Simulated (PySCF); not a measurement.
Molecule: C2H8BNO, SMILES COB(C)N. Atoms near the plane z = 0.0 Å, at the PBE0/def2-SVP optimised geometry (x, y, z in Å): B1 (0.2, -0.2, 0.0), C2 (1.8, -0.2, 0.0), H3 (2.2, 0.4, 0.9), H4 (2.2, 0.4, -0.9), H5 (2.2, -1.2, 0.0), O6 (-0.4, 1.1, 0.0), C7 (-1.8, 1.2, 0.0), H8 (-2.2, 0.7, 0.9), H9 (-2.0, 2.3, 0.0), H10 (-2.2, 0.7, -0.9), N11 (-0.5, -1.4, 0.0), H12 (-1.5, -1.4, 0.0), H13 (-0.1, -2.3, 0.0).

Computed with PBE0/def2-TZVP (PySCF). Cells within 0.4 Å of a nucleus heavier than hydrogen are left out (blank, or x). The values are rescaled to run from 0 to 1.

```
|33333333333333333333333333333|
|33333333333333222222333333333|
|33334444433332222222233333333|
|33344444443322222222223333333|
|33444456654322222222222333333|
|34444579985321111122222233333|
|34444699996321001112222233333|
|44444699999521000112222223333|
|44444699999975200012222223333|
|44445799999999941112222222333|
|44445999xx99xx993223332222333|
|44445899xx99xx998555653322233|
|44445699999999999999996322233|
|44444579999999999999999532223|
|44444456788999xx999xx99632223|
|44444556678999xx999xx99632223|
|44444567899999999999999632233|
|44445579999999999999999843333|
|444456799999xx999669999943333|
|444456799999xx997557999743333|
|44445569999999999545787543333|
|44445566788999999654555443333|
|44444555566799999654444433333|
|44444445555689998654444433333|
|44444444445567876554444333333|
|44444444444556665544444333333|
|44444444444455555444444333333|
|44444444444444444444443333333|
|44444444444444444444443333333|
```
Scale: ten equal steps from 0.000 (start of '0') to 1.00 (end of '9'), in the order '0123456789'; x runs from -4.50 to 4.50, y from -4.50 (bottom) to 4.50 (top).

Which quantity is mapped?
(A) deformation density (molecule minus spherical neutral atoms)
(B) log10 of the electron density
(C) electrostatic potential
(D) electron localisation function

C, electrostatic potential. In full: electrostatic potential (hartree/e), clipped to [-0.08, 0.12].
